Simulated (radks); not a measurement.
Pr3+, configuration [Xe] 4f2 (the NIST ground configuration). Method: scalar-relativistic Kohn-Sham, XLYP, spin-polarised, spherical densities, point nucleus; open shells are filled with parallel spins first (spin-orbit coupling, left out, can overturn this in heavy ions); computed with a radial shooting solver on a logarithmic mesh with Libxc functionals.

Radial electron density D(r) = 4 pi r^2 rho(r):

r (bohr),D(r) (e/bohr),spin D(r)
0.002261,11.15,0.00000154
0.00259,13.70,0.00000188
0.002967,16.75,0.00000228
0.003427,20.57,0.00000277
0.003926,24.78,0.00000330
0.004534,29.90,0.00000392
0.005195,35.34,0.00000454
0.005951,41.31,0.00000516
0.006873,48.05,0.00000577
0.007874,54.60,0.00000621
0.009021,61.03,0.00000642
0.01042,67.28,0.00000622
0.01194,72.21,0.00000540
0.01379,75.93,0.00000353
0.01579,77.68,3.32e-07
0.01809,77.58,-0.00000501
0.0209,75.69,-0.0000144
0.02394,72.85,-0.0000294
0.02765,69.87,-0.0000566
0.03168,68.41,-0.000101
0.03629,69.51,-0.000178
0.04191,74.22,-0.000319
0.04802,81.71,-0.000540
0.05502,90.62,-0.000886
0.06354,98.77,-0.00141
0.07279,102.4,-0.00203
0.08407,100.1,-0.00258
0.09631,92.68,-0.00243
0.1103,83.38,-0.000385
0.1274,76.37,0.00647
0.146,75.87,0.0216
0.1673,80.99,0.0517
0.1932,87.47,0.109
0.2213,87.98,0.200
0.2556,78.37,0.346
0.2928,61.82,0.541
0.3355,44.91,0.791
0.3875,34.22,1.11
0.4439,33.04,1.42
0.5127,36.80,1.72
0.5873,38.62,1.92
0.6729,35.25,1.99
0.7771,27.30,1.92
0.8903,19.35,1.74
1.02,13.68,1.49
1.178,10.58,1.18
1.35,9.109,0.877
1.559,7.627,0.579
1.786,5.788,0.349
2.046,3.793,0.186
2.363,2.024,0.0835
2.707,0.9321,0.0347
3.101,0.3558,0.0131
3.582,0.1026,0.00435
4.104,0.02446,0.00140
4.739,0.003882,0.000346
5.43,0.0005000,0.0000723

D(r) has 4 maxima, at r = 0.0168, 0.0746, 0.209, 0.578 bohr, and minima at 0.0322, 0.138, 0.423 bohr, inside which lie 1.95, 11.18, 29.06 electrons.
